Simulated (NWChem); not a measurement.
**Correlation energy of germylsilane (H$_{6}$GeSi)**

```xyz
8

Si     0.0617     1.6043     0.0000
Ge    -0.0299    -0.7770     0.0000
H      0.7827     2.0914     1.2154
H      0.7827     2.0914    -1.2154
H     -1.3209     2.1722     0.0000
H     -0.7716    -1.2892     1.2495
H     -0.7716    -1.2892    -1.2495
H      1.3910    -1.3725     0.0000
```
Charge 0, spin multiplicity 1.

Program: NWChem. The geometry was optimised at PBE0/def2-SVP, a minimum by its harmonic frequencies.

Basis set: 6-31G*. Each correlation energy counts from its own Hartree-Fock reference.

The Hamiltonian is non-relativistic. The correlated methods keep 14 core orbitals frozen. The Pople sets run with spherical d functions. Coupled-cluster values serve here as a point of comparison, not as the truth.

**Question.** Order these methods by the correlation energy they give, lowest first: CCSD, CR-CCSD[T], MP2, CCSD(T).

**Answer.** CCSD(T) (-363.2 mHa), CR-CCSD[T] (-362.3 mHa), CCSD (-355.7 mHa), MP2 (-328.2 mHa)
